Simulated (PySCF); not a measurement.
# Two-component Hartree-Fock for Ba²⁹⁺ (barium, charge +29)

Start: [Ar] 3d9; 3d3/2 filled at m_j = -3/2, -1/2, +1/2, +3/2; 3d5/2 filled at m_j = -3/2, -1/2, +1/2, +3/2, +5/2. Calculated with PySCF 2.14 in an uncontracted even-tempered set (16 s from 4.6 bohr⁻², ratio 2.8; 12 p from 6 bohr⁻², ratio 2.8; 8 d from 6 bohr⁻², ratio 2.8; 3 f from 25 bohr⁻², ratio 3): generalised Hartree-Fock with the X2C-1e Hamiltonian and a Gaussian nucleus; one run each with spin-orbit coupling (SO) switched off, then screened by Boettger's factors.

```
spinor shell  electrons  ε, spin-free (eV)  ε, screened SO (eV)  weight of nominal j (screened SO)  rms radius, screened SO (bohr)
       1s1/2          2           -38703.0             -38698.4                              1.000                          0.0292
       2s1/2          2            -7098.8              -7097.3                              1.000                           0.118
       2p1/2          2            -6472.0              -6741.3                              1.000                           0.102
       2p3/2          4            -6472.0              -6351.7                              1.000                           0.108
       3s1/2          2            -2283.1              -2282.7                              1.000                           0.304
       3p1/2          2            -2076.6              -2135.2                              0.999                           0.295
       3p3/2          4            -2076.6              -2050.2                              0.999                           0.306
       3d3/2          4            -1792.4              -1803.2                              0.984                           0.274
       3d5/2          5            -1792.4              -1784.5                              0.987                           0.277
```

```csv
quantity,spin-free,screened SO
E (hartree),-7669.86200,-7673.09694
M_J,5/2,5/2
⟨J²⟩,8.750,8.750
⟨L²⟩,6.000,6.018
⟨S²⟩,0.750,0.768
```

Each row is a mean over spinors that exchange with the open shell spreads, by up to 19.578 eV (3p3/2).

Breit and QED terms are absent; they matter most for the inner s and p1/2 levels.

Densities and radii are taken from the X2C orbitals without a picture-change correction, which distorts them close to the nucleus.

Without spin-orbit coupling the j labels of p, d and f shells carry no meaning; the spin-free column gives the mean over the occupied spinors of each nl shell.
